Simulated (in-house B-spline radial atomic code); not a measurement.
RPA and G0W0 on PBEsol: Rb⁴⁺

Configuration [Ar] 3d10 4s2 4p3, highest spin, mean-field start PBEsol. Computed with a B-spline radial code for spherical atoms: all electrons, scalar-relativistic (spin-free one-electron X2C), finite nucleus, each spin shell either full or empty, empty states to l = 9 with an (l + 1/2)⁻⁴ tail; G0W0 by contour deformation at full frequency.

Command:
```bash
python run_gw.py task.json out
```
Settings (radii: box in bohr, nucleus in fm):
```
Z                        37
electrons                33
configuration            [Ar] 3d10 4s2 4p3
hamiltonian              x2c
method                   pbesol
lmax                     9
rms_radius               4.2036
spin_polarised           True
box_radius               11.96
intervals                68
```

Time taken, with all properties: 5.7 s on 1 thread of Arm Neoverse N1 (shared host).

Energies (hartree):

```tsv
term	value
mean-field total	-2974.26380
Hartree-Fock functional on these orbitals	-2974.75688
direct second order	-2.8295
second-order exchange	0.82931
SOSEX correction	0.76681
```

**Question.** What is the RPA correlation energy, and what remains with SOSEX?

**Answer.** RPA gives -2.4822 hartree (-2.05 eV per electron); RPA + SOSEX gives -1.7154, and the second-order doubles -2.0002 hartree (no singles). RPA lacks exchange-type terms and so overcorrelates at short range.

Quasi-particle levels (eV):

```tsv
level	occupied	mean field	Σx - vxc	Σc	QP weight	G0W0
4p up	yes	-62.07	-7.04	?	?	?
4s down	yes	-76.01	-4.41	-2.68	0.949	-83.10
4p down	no	-58.04	8.58	-2.93	0.948	-52.39
```

G0W0 = mean field + (Σx - vxc) + Σc, with Σc (partial-wave tail included) taken at the quasi-particle energy. Only the outer levels were computed. Levels of low weight are left out.

**Question.** Where does G0W0 put 4p up?

**Answer.** At -69.49 eV, with Σc = -0.38 eV and a quasi-particle weight of 0.948. The tabulated removal energy is 68.44 ± 0.15 eV (NIST, tabulated theory); the calculation leaves out spin-orbit coupling, Breit and QED terms, and what these don't explain is the method's own error.
